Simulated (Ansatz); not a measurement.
Energy difference R1 → P1 + P2, each structure at its B3LYP-D3(BJ)/def2-TZVP stationary point, reached from a drawn start (curvature not checked).
R1, Cl3Zr (SMILES [Cl][Zr]([Cl])[Cl]) (charge 0, multiplicity 2):
```json
[
 {"atom": "Zr", "x (Å)": "0.0001", "y (Å)": "0.0000", "z (Å)": "0.0000"},
 {"atom": "Cl", "x (Å)": "2.3437", "y (Å)": "-0.0099", "z (Å)": "-0.0091"},
 {"atom": "Cl", "x (Å)": "-1.1633", "y (Å)": "2.0345", "z (Å)": "-0.0018"},
 {"atom": "Cl", "x (Å)": "-1.1803", "y (Å)": "-2.0246", "z (Å)": "0.0110"}
]
```
P1, Cl2Zr (SMILES [Cl][Zr][Cl]) (charge 0, multiplicity 1):
| atom | x (Å) | y (Å) | z (Å) |
|---|---|---|---|
| Zr | 0.0031 | 0.0042 | -0.6562 |
| Cl | 2.0944 | -0.0059 | 0.3378 |
| Cl | -2.0974 | 0.0017 | 0.3184 |
P2: Cl atom, charge 0, multiplicity 2.

P less R. No zero-point or thermal terms; singlets are restricted closed shells; open shells are unrestricted; no spin–orbit coupling. The spin states of the d-block species are the ones drawn and need not be the lowest.

Correlated levels freeze the cores.

Programs: Ansatz (an electronic-structure program). No computed number here is a measurement. Elements past Kr take the def2 small-core potentials, without spin–orbit coupling.

What reaction energy does CCSD(T)/def2-QZVPP give?

129.7 kcal/mol

Give the reaction energy at the level BHLYP/def2-TZVPP.

132.2 kcal/mol

Give the reaction energy at the level SCS-MP2/def2-SVP.

133.3 kcal/mol
